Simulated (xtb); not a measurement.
C2H6Mg, triplet, geometry from GFN2-xTB (such geometries of metal compounds can be far from the true shape) (a higher spin typed on purpose: for a closed-shell molecule this is an excited state).

Input for xtb:
```
$ xtb mol.xyz --gfn 2 --uhf 2 --hess --json

# file mol.xyz
9

Mg     0.00649239     0.00659633     0.00925361
C      1.77650181     0.27541309    -1.45305501
H      2.44227962    -0.56672341    -1.29653556
H      2.24984063     1.22007834    -1.20720284
H      1.35338380     0.27970239    -2.45206587
C     -1.78374404    -0.28277125     1.44273267
H     -2.26749666    -1.20844971     1.14918074
H     -2.43315947     0.57598957     1.30953451
H     -1.37930330    -0.33560416     2.44797978
```

**Question.** What does this run give for the zero-point energy, total energy, harmonic frequencies (imaginary ones negative)?

**Answer.** 
```json
{
  "zero_point_energy": "39.8 kcal/mol",
  "total_energy": "-7.708540 Ha",
  "harmonic frequencies (imaginary ones negative)": "-9, 65, 65, 216, 317, 341, 341, 355, 355, 957, 1059, 1429, 1429, 1429, 1429, 2986, 2990, 3020, 3020, 3022, 3022 cm⁻¹"
}
```
